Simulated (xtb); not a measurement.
Mg(Br)(OMe) (CH3BrMgO), SMILES C[O][Mg][Br]. All values are semi-empirical tight-binding results from xtb (GFN2-xTB unless named), good for trends rather than for accurate numbers. Geometry optimised at GFN2-xTB. The structure was generated by enumeration; whether it is a known compound was not checked. Other conformers were not sampled.

For metal compounds this method's bond lengths and energies can be far off.

```yaml
point_group_as_xtb_finds_it: Cs
orbital_gap: 1.85 eV
zero_point_energy: 25.2 kcal/mol
G − E(el) at 298.15 K (modified RRHO): 4.7 kcal/mol
```
